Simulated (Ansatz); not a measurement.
`O[Si]O` + HBr → `O[Si]Br` + H₂O at 400 K and 1 bar (ligand exchange at the Si–O bond).

Computed with Ansatz on PBE0-D4/def2-TZVP structures; ΔE is electronic, products minus reactants. CBS: MP2 limit from def2 TZ/QZ plus the TZ coupled-cluster correction, frozen cores. This one scheme is used for every species. For Br outer-core shells are correlated without core-valence functions, which leaves a few kJ/mol of doubt a bond. Scalar relativity is left out up to krypton. Each species was taken in one conformer, which may not be the lowest.

```tsv
species	CCSD(T)/CBS energy (Eh)	H − E (kJ/mol)	S (J/(mol·K))
`O[Si]O`	-440.69726	93.7	289.5
HBr	-2573.91920	27.6	207.2
`O[Si]Br`	-2938.23569	59.0	308.9
H₂O	-76.37941	69.8	198.6
```

H − E and S are ideal-gas, rigid-rotor, harmonic terms from PBE0-D4/def2-TZVP, for one conformer and one mirror image of each species. 1 Eh = 2625.50 kJ/mol, R = 8.31446 J/(mol·K).

**Question.** By hand: ΔE, ΔH, ΔS and ΔG.

**Answer.** ΔE = (-2938.23569) + (-76.37941) − (-440.69726) − (-2573.91920) = 0.00136 Eh = 3.6 kJ/mol. Δ(H − E) = 59.0 + 69.8 − 93.7 − 27.6 = 7.5, so ΔH = 11.1 kJ/mol. ΔS = 308.9 + 198.6 − 289.5 − 207.2 = 10.8 J/(mol·K). ΔG = 11.1 − 400 × (10.8)/1000 = 6.8 kJ/mol.

**Question.** By hand: the equilibrium constant, and the temperature at which ΔG would vanish if ΔH and ΔS stayed fixed.

**Answer.** log₁₀ K = −ΔG/(RT ln 10) = -0.9. ΔG = 0 at ΔH/ΔS = 1028 K, though so small a ΔS makes that figure unsure.

TΔS isn't small against ΔH here. A doubt of 5 kJ/mol in ΔE shifts log₁₀ K by 0.7 here. Other conformers and mirror images would add mixing entropy, several J/(mol·K) or more a flexible species. These are equilibria of isolated gas molecules and say nothing of rates. Largest T1 diagnostic: 0.015 (customary marks: 0.02 for closed shells, 0.045 for open ones).
